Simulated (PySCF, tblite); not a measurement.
Isomers of C4H6OSi. All values are computed: GFN2-xTB (tblite) harmonic vibrations without scaling, gas phase. Errors from tens to a few hundred cm⁻¹ against measured bands are possible. Modes of hydrogen on silicon can be 10 to 20 % off. One conformer each.

Electronic energies: PBE0/pcSseg-1 single points on the GFN2-xTB geometries (PySCF, gas phase).

| SMILES | electronic energy, lowest = 0 (kJ/mol) |
| --- | --- |
| O=C1CC=C[SiH2]1 | 12.9 |
| C=C1[SiH2][C@H]1C=O | 151.5 |
| [SiH3]c1ccoc1 | 0.0 |

Q: How do GFN2-xTB zero-point energies change the relative energies?

A: 
```
             SMILES  ZPE (kJ/mol)  of it from modes above 1550 cm⁻¹  electronic (kJ/mol)  with ZPE, lowest = 0 (kJ/mol)  lowest mode (cm⁻¹)  rings
      [SiH3]c1ccoc1         215.6                             106.6                  0.0                            0.0                  52      1
    O=C1CC=C[SiH2]1         218.9                             119.4                 12.9                           16.3                  54      1
C=C1[SiH2][C@H]1C=O         213.5                             120.3                151.5                          149.4                  96      1
```

The zero-point energies span 5.4 kJ/mol, from `C=C1[SiH2][C@H]1C=O` to `O=C1CC=C[SiH2]1`. The order is unchanged.

Q: And how do the electronic energies of GFN2-xTB itself compare?

A: `[SiH3]c1ccoc1` 0.0; `O=C1CC=C[SiH2]1` 105.8; `C=C1[SiH2][C@H]1C=O` 235.4 kJ/mol, lowest = 0. Against the energies above, taken from the same isomer `[SiH3]c1ccoc1`, the largest difference is 92.9 kJ/mol.
